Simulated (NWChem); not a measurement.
System: C2H6ClLa; SMILES [CH3][La]([CH3])[Cl]

Here is an NWChem input.

```
start job
memory heap 200 mb stack 900 mb global 1100 mb
geometry units angstroms noautoz
  La     0.426627     0.017314    -0.773987
  Cl     2.819522     0.045326     0.303086
  C     -0.832068    -1.994375    -0.056643
  H     -1.332464    -2.466277    -0.927880
  H     -1.633813    -1.733004     0.660728
  H     -0.213598    -2.777364     0.418988
  C     -0.908172     1.953405     0.009770
  H     -1.726807     1.630630     0.681673
  H     -1.390154     2.464321    -0.849723
  H     -0.326988     2.721663     0.551809
end
basis spherical
  * library def2-svp
end
ecp
  La library def2-ecp
end
dft
  xc xpbe96 cpbe96
  grid xcoarse
  iterations 150
  mulliken
end
task dft gradient
```

Output (shortened):

```
             Northwest Computational Chemistry Package (NWChem) 7.3.0
             --------------------------------------------------------

 C1  symmetry detected

                             Geometry "geometry" -> ""
                             -------------------------

 Output coordinates in angstroms (scale by  1.889725989 to convert to a.u.)

  No.       Tag          Charge          X              Y              Z
 ---- ---------------- ---------- -------------- -------------- --------------
    1 La                  57.0000     0.00005242     0.24382480    -0.30874083
    2 Cl                  17.0000    -0.00014856    -2.32269440     0.23879599
    3 C                    6.0000    -1.97463588     1.35339617     0.69885316
    4 H                    1.0000    -2.45130703     2.03367121    -0.03745659
    5 H                    1.0000    -1.68583851     1.98146606     1.56363943
    6 H                    1.0000    -2.76135413     0.66053317     1.04930574
    7 C                    6.0000     1.97443608     1.35312837     0.69906199
    8 H                    1.0000     1.67884330     2.01627687     1.53492058
    9 H                    1.0000     2.48010229     1.99783474    -0.04975401
   10 H                    1.0000     2.74029042     0.65886188     1.09054972

 Effective nuclear repulsion energy (a.u.)     466.9552724498

 Summary of "ao basis" -> "ao basis" (spherical)
 ------------------------------------------------------------------------------
       Tag                 Description            Shells   Functions and Types
 ---------------- ------------------------------  ------  ---------------------
 La                         def2-svp                12       32   6s3p2d1f
 Cl                         def2-svp                 8       18   4s3p1d
 C                          def2-svp                 6       14   3s2p1d
 H                          def2-svp                 3        5   2s1p

            General Information
            -------------------
          SCF calculation type: DFT
          Wavefunction type:  closed shell.
          No. of atoms     :    10
          No. of electrons :    46
           Alpha electrons :    23
            Beta electrons :    23
          Charge           :     0
          Spin multiplicity:     1
          Use of symmetry is: off; symmetry adaption is: off
          Maximum number of iterations: 150
          AO basis - number of functions:   108
                     number of shells:    50
          Convergence on energy requested:  1.00D-06
          Convergence on density requested:  1.00D-05
          Convergence on gradient requested:  5.00D-04

              XC Information
              --------------
          PerdewBurkeErnzerhof Exchange Functional  1.000
            Perdew 1991 LDA Correlation Functional  1.000 local
           PerdewBurkeErnz. Correlation Functional  1.000 non-local

             Grid Information
             ----------------
          Grid used for XC integration:  xcoarse
          Radial quadrature: Mura-Knowles
          Angular quadrature: Lebedev.
          Tag              B.-S. Rad. Rad. Pts. Rad. Cut. Ang. Pts.
          ---              ---------- --------- --------- ---------
          La                  1.95       84           9.0       194
          Cl                  1.00       42          12.0       194
          C                   0.70       21          11.0       194
          H                   0.35       21          12.0       194
          Grid pruning is: on
          Number of quadrature shells:   294
          Spatial weights used:  Erf1

      Superposition of Atomic Density Guess
      -------------------------------------

 Sum of atomic energies:        -573.11166399

      Non-variational initial energy
      ------------------------------

 Total energy =    -569.807320
 1-e energy   =   -1075.135765
 2-e energy   =     361.458498
 HOMO         =      -0.295886
 LUMO         =      -0.081907

     ---------------------------------------------
      Total Density - Mulliken Population Analysis
     ---------------------------------------------

    Atom       Charge   Shell Charges
 -----------   ------   -------------------------------------------------------
    1 La  11     9.23   0.11 -0.53  1.63  0.81  0.30  0.04  5.30  0.75  0.06  0.60  0.09  0.07
    2 Cl  17    17.65   2.00  1.99  1.24  0.72  5.95  2.25  3.49  0.01
    3 C    6     6.99   1.99  0.99  0.36  2.22  1.42  0.01
    4 H    1     0.86   0.65  0.18  0.03
    5 H    1     0.86   0.65  0.18  0.03
    6 H    1     0.86   0.65  0.18  0.03
    7 C    6     6.99   1.99  0.99  0.36  2.22  1.42  0.01
    8 H    1     0.86   0.65  0.18  0.03
    9 H    1     0.86   0.65  0.18  0.03
   10 H    1     0.86   0.65  0.18  0.03

   convergence    iter        energy       DeltaE   RMS-Dens  Diis-err
 ---------------- ----- ----------------- --------- --------- ---------
 d= 0,ls=0.0,diis     1   -571.0495078696 -7.15D+02  2.81D-02  7.41D-01
 d= 0,ls=0.0,diis     2   -570.4506183371  5.99D-01  2.15D-02  4.24D+00
 d= 0,ls=0.0,diis     3   -571.1637688442 -7.13D-01  2.94D-03  2.80D-02
 d= 0,ls=0.0,diis     4   -571.1644783849 -7.10D-04  1.53D-03  2.97D-02
 d= 0,ls=0.0,diis     5   -571.1690557317 -4.58D-03  3.01D-04  7.28D-04
  Resetting Diis
 d= 0,ls=0.0,diis     6   -571.1691812103 -1.25D-04  6.64D-05  4.97D-05
 d= 0,ls=0.0,diis     7   -571.1691890694 -7.86D-06  4.49D-05  2.14D-06
 d= 0,ls=0.0,diis     8   -571.1691882586  8.11D-07  2.73D-05  6.69D-06
 d= 0,ls=0.0,diis     9   -571.1691894890 -1.23D-06  3.25D-06  9.47D-08
 d= 0,ls=0.0,diis    10   -571.1691895009 -1.19D-08  8.54D-07  7.88D-09

         Total DFT energy =     -571.169189500862
      One electron energy =    -1081.351583142552
           Coulomb energy =      411.644696616736
    Exchange-Corr. energy =      -45.332250060119
 Nuclear repulsion energy =      143.869947085073

 Numeric. integr. density =       46.001634284777

                       DFT Final Molecular Orbital Analysis
                       ------------------------------------

 Vector   21  Occ=2.000000D+00  E=-2.503836D-01
              MO Center= -1.2D-04, -2.1D+00,  2.1D-01, r^2= 1.9D+00
   Bfn.  Coefficient  Atom+Function         Bfn.  Coefficient  Atom+Function
  ----- ------------  ---------------      ----- ------------  ---------------
    43      0.596246   2 Cl px               40      0.446879   2 Cl px
    37      0.262187   2 Cl px               16     -0.151713   1 La d -2
    21     -0.090022   1 La d -2             13      0.052194   1 La px
    55     -0.045512   3 C  py               84      0.045470   7 C  py
     7      0.042034   1 La px               66     -0.041514   4 H  s

 Vector   22  Occ=2.000000D+00  E=-1.929162D-01
              MO Center=  6.0D-03,  1.0D+00,  4.2D-01, r^2= 4.7D+00
   Bfn.  Coefficient  Atom+Function         Bfn.  Coefficient  Atom+Function
  ----- ------------  ---------------      ----- ------------  ---------------
     3      0.334639   1 La s                 5     -0.333269   1 La s
     2     -0.262817   1 La s                54     -0.261559   3 C  px
    83      0.262643   7 C  px               20     -0.211089   1 La d  2
    57     -0.190480   3 C  px               86      0.191021   7 C  px
    53     -0.164350   3 C  s                82     -0.164978   7 C  s

 Vector   23  Occ=2.000000D+00  E=-1.915535D-01
              MO Center= -6.2D-03,  9.4D-01,  4.1D-01, r^2= 4.5D+00
   Bfn.  Coefficient  Atom+Function         Bfn.  Coefficient  Atom+Function
  ----- ------------  ---------------      ----- ------------  ---------------
    19      0.314901   1 La d  1             16     -0.271708   1 La d -2
    54      0.247406   3 C  px               83      0.246435   7 C  px
     7     -0.217664   1 La px               53      0.182220   3 C  s
    82     -0.181723   7 C  s                57      0.180284   3 C  px
    86      0.179927   7 C  px               55     -0.160018   3 C  py

 Vector   24  Occ=0.000000D+00  E=-9.315733D-02
              MO Center=  6.0D-04,  4.2D-01, -1.3D+00, r^2= 5.0D+00
   Bfn.  Coefficient  Atom+Function         Bfn.  Coefficient  Atom+Function
  ----- ------------  ---------------      ----- ------------  ---------------
    18      0.549663   1 La d  0              5      0.411128   1 La s
     6      0.379548   1 La s                 3     -0.271231   1 La s
    15     -0.262710   1 La pz                2      0.216773   1 La s
    23      0.187858   1 La d  0              4     -0.178901   1 La s
    17     -0.174512   1 La d -1              9     -0.168035   1 La pz

 Vector   25  Occ=0.000000D+00  E=-5.643061D-02
              MO Center= -3.3D-03,  3.5D-01, -6.6D-01, r^2= 4.3D+00
   Bfn.  Coefficient  Atom+Function         Bfn.  Coefficient  Atom+Function
  ----- ------------  ---------------      ----- ------------  ---------------
    19      0.672935   1 La d  1             16      0.427632   1 La d -2
    24      0.301959   1 La d  1             13      0.270756   1 La px
     7      0.155637   1 La px               66      0.134832   4 H  s
   100     -0.133191   9 H  s                43      0.125528   2 Cl px
    65      0.087430   4 H  s                99     -0.086939   9 H  s

 Vector   26  Occ=0.000000D+00  E=-5.335598D-02
              MO Center= -5.8D-04,  3.7D-01, -6.3D-01, r^2= 4.3D+00
   Bfn.  Coefficient  Atom+Function         Bfn.  Coefficient  Atom+Function
  ----- ------------  ---------------      ----- ------------  ---------------
    17      0.719872   1 La d -1             18      0.317400   1 La d  0
    22      0.269492   1 La d -1             14     -0.249120   1 La py
    20     -0.167505   1 La d  2             45      0.164848   2 Cl pz
    44      0.153408   2 Cl py                8     -0.145314   1 La py
    23      0.142434   1 La d  0             71     -0.142363   5 H  s

     ---------------------------------------------
      Total Density - Mulliken Population Analysis
     ---------------------------------------------

    Atom       Charge   Shell Charges
 -----------   ------   -------------------------------------------------------
    1 La  11    10.11   0.11 -0.55  1.72  0.73  0.34 -0.02  5.29  0.74  0.10  1.34  0.22  0.09
    2 Cl  17    17.30   2.00  1.98  1.27  0.70  5.93  2.14  3.28  0.01
    3 C    6     6.46   1.98  0.89  0.35  2.07  1.15  0.01
    4 H    1     0.96   0.72  0.21  0.03
    5 H    1     0.94   0.72  0.20  0.03
    6 H    1     0.93   0.72  0.19  0.03
    7 C    6     6.46   1.98  0.89  0.35  2.07  1.15  0.01
    8 H    1     0.94   0.72  0.20  0.03
    9 H    1     0.96   0.72  0.21  0.03
   10 H    1     0.93   0.72  0.19  0.03

     -------------------------------------------
      Total Density - Lowdin Population Analysis
     -------------------------------------------

    Atom       Charge   Shell Charges
 -----------   ------   -------------------------------------------------------
    1 La  11    10.56   0.00  0.02  0.91  0.95  0.33  0.10  4.58  1.43  0.22  1.28  0.58  0.16
    2 Cl  17    17.03   2.00  1.96  1.05  0.78  5.82  2.26  3.17  0.01
    3 C    6     6.34   1.97  0.61  0.36  1.87  1.50  0.04
    4 H    1     0.96   0.61  0.27  0.07
    5 H    1     0.95   0.61  0.27  0.07
    6 H    1     0.95   0.61  0.26  0.07
    7 C    6     6.34   1.97  0.61  0.36  1.87  1.50  0.04
    8 H    1     0.95   0.61  0.27  0.07
    9 H    1     0.96   0.61  0.27  0.07
   10 H    1     0.95   0.61  0.26  0.07

     Multipole analysis of the density
     ---------------------------------

     L   x y z        total         alpha         beta         nuclear
     -   - - -        -----         -----         ----         -------
     0   0 0 0     -0.000000    -23.000000    -23.000000     46.000000

     1   1 0 0      0.000823      0.002690      0.002690     -0.004557
     1   0 1 0      1.127907     11.161481     11.161481    -21.195055
     1   0 0 1     -1.657428    -14.247732    -14.247732     26.838036

     2   2 0 0    -46.115361   -165.436294   -165.436294    284.757227
     2   1 1 0      0.000443      0.005611      0.005611     -0.010779
     2   1 0 1      0.000507     -0.001609     -0.001609      0.003726
     2   0 2 0    -49.081453   -259.038922   -259.038922    468.996391
     2   0 1 1     -1.892315    -16.163408    -16.163408     30.434500
     2   0 0 2    -37.319727    -45.399278    -45.399278     53.478828

            General Information
            -------------------
          SCF calculation type: DFT
          Wavefunction type:  closed shell.
          No. of atoms     :    10
          No. of electrons :    46
           Alpha electrons :    23
            Beta electrons :    23
          Charge           :     0
          Spin multiplicity:     1
          Use of symmetry is: off; symmetry adaption is: off
          Maximum number of iterations: 150
          AO basis - number of functions:   108
                     number of shells:    50
          Convergence on energy requested:  1.00D-06
          Convergence on density requested:  1.00D-05
          Convergence on gradient requested:  5.00D-04

              XC Information
              --------------
          PerdewBurkeErnzerhof Exchange Functional  1.000
            Perdew 1991 LDA Correlation Functional  1.000 local
           PerdewBurkeErnz. Correlation Functional  1.000 non-local

             Grid Information
             ----------------
          Grid used for XC integration:  xcoarse
          Radial quadrature: Mura-Knowles
          Angular quadrature: Lebedev.
          Tag              B.-S. Rad. Rad. Pts. Rad. Cut. Ang. Pts.
          ---              ---------- --------- --------- ---------
          La                  1.95       84           9.0       194
          Cl                  1.00       42          12.0       194
          C                   0.70       21          11.0       194
          H                   0.35       21          12.0       194
          Grid pruning is: on
          Number of quadrature shells:   294
          Spatial weights used:  Erf1

          Convergence Information
          -----------------------
          Convergence aids based upon iterative change in
          total energy or number of iterations.
          Levelshifting, if invoked, occurs when the
          HOMO/LUMO gap drops below (HL_TOL):  1.00D-02
          DIIS, if invoked, will attempt to extrapolate
          using up to (NFOCK): 10 stored Fock matrices.

                    Damping( 0%)  Levelshifting(0.5)       DIIS
                  --------------- ------------------- ---------------
          dE  on:    start            ASAP                start
          dE off:    2 iters        150 iters           150 iters

                            NWChem DFT Gradient Module
                            --------------------------

  charge          =   0.00
  wavefunction    = closed shell

                         DFT ENERGY GRADIENTS

    atom               coordinates                        gradient
                 x          y          z           x          y          z
   1 La      0.000099   0.460762  -0.583436    0.000019  -0.001184   0.002315
   2 Cl     -0.000281  -4.389256   0.451259    0.000009   0.000762  -0.000928
   3 C      -3.731521   2.557548   1.320641   -0.004609   0.002864   0.001370
   4 H      -4.632299   3.843081  -0.070783    0.001916  -0.003207   0.004126
   5 H      -3.185773   3.744428   2.954850   -0.001652  -0.003181  -0.004447
   6 H      -5.218203   1.248227   1.982900    0.003871   0.003746  -0.001728
   7 C       3.731143   2.557042   1.321036    0.004608   0.002798   0.001375
   8 H       3.172554   3.810211   2.900579    0.001682  -0.003368  -0.004294
   9 H       4.686714   3.775360  -0.094021   -0.002060  -0.003016   0.004168
  10 H       5.178398   1.245068   2.060840   -0.003784   0.003785  -0.001955
```

Level: PBE/def2-SVP with def2 effective core potentials on La. Coordinates come from a PBE0/def2-SVP optimisation. No frequency run checked for a minimum. def2 effective core potentials on La; no spin-orbit coupling.
